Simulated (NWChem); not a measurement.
C$_{5}$H$_{8}$; SMILES C=C1CCC1

```xyz
13

C      0.0000     0.0000    -1.9619
C      0.0000     0.0000    -0.6214
C      0.0000     1.1000     0.4341
C      0.0000     0.0000     1.5400
C      0.0000    -1.1000     0.4341
H      0.0000    -0.9418    -2.5339
H      0.0000     0.9418    -2.5339
H      0.8959     1.7559     0.4184
H     -0.8959     1.7559     0.4184
H      0.8968     0.0000     2.1890
H     -0.8968     0.0000     2.1890
H     -0.8959    -1.7559     0.4184
H      0.8959    -1.7559     0.4184
```
Atoms are numbered in this order, from 1.

All runs: NWChem. Coordinates come from a PBE-D3(BJ)/def2-SVP optimisation. No frequency run checked for a minimum. Level: B3LYP/def2-SVP with COSMO at NWChem's default radii, gas-phase geometry; the question gives the dielectric constant.

Question: Predict the results for dielectric constant 20.7. Quantities: electrostatic solvation energy (kcal/mol); dipole in solution (D).

Answer: 
| Quantity | Result |
|---|---|
| electrostatic solvation energy (kcal/mol) | -1.2 |
| dipole in solution (D) | 0.74 |
